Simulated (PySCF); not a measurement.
HgF₄, SMILES [F][Hg]([F])([F])[F]. The structure is a stationary point at B3LYP-D3(BJ)/def2-SVP. The def2 effective core potentials stand for the cores of Hg; spin–orbit coupling is left out.

### Question
Give the equilibrium geometry at B3LYP-D3(BJ)/def2-SVP (PySCF confirms it by a frequency run) as Cartesian coordinates in Å, and its point group. (The exact figures need the calculation; the answer reports its results.)

### Answer
point group D4h.
```xyz
5

Hg     0.0000     0.0000     0.0000
F      1.9145     0.0000     0.0000
F     -1.9145     0.0000     0.0000
F      0.0000    -1.9145     0.0000
F      0.0000     1.9145     0.0000
```
